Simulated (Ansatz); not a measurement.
System: LaCl2, charge 0, doublet. LaCl2 (parent SMILES [La]([Cl])[Cl], doublet).
B3LYP-D3(BJ)/def2-TZVP minimum from Ansatz (a first-principles code):
```xyz
3

La     0.3319    -0.0054     0.3948
Cl     1.1091     0.3714    -2.0574
Cl    -2.2221    -0.3531     0.7338
```
Charge 0, spin multiplicity 2.

Total energies in def2-SVP, 17 correlated electrons, 14 frozen orbitals. UHF or UKS for unpaired electrons; spin-orbit terms are left out. Cores are frozen in correlated methods (noble-gas shells, and filled d and f shells in the p block). Past Kr the def2 sets carry scalar-relativistic core potentials. The spin of Cl2La (parent SMILES [Cl][La][Cl], doublet) was assumed, and the state is the lowest solution found for it.

| method | program | energy (Eh) | minus CCSDT(Q) (mEh) |
|---|---|---|---|
| HF | Ansatz | -950.03161 | 328.70 |
| MP2 | Ansatz | -950.32807 | 32.24 |
| CCSD | Ansatz | -950.35174 | 8.57 |
| CCSD(T) | Ansatz | -950.35905 | 1.26 |
| CCSDT(Q) | Ansatz | -950.36031 | 0.00 |

Rough core times of Ansatz's runs on a shared machine: CCSD(T) 50 s, CCSDT(Q) 5 min.
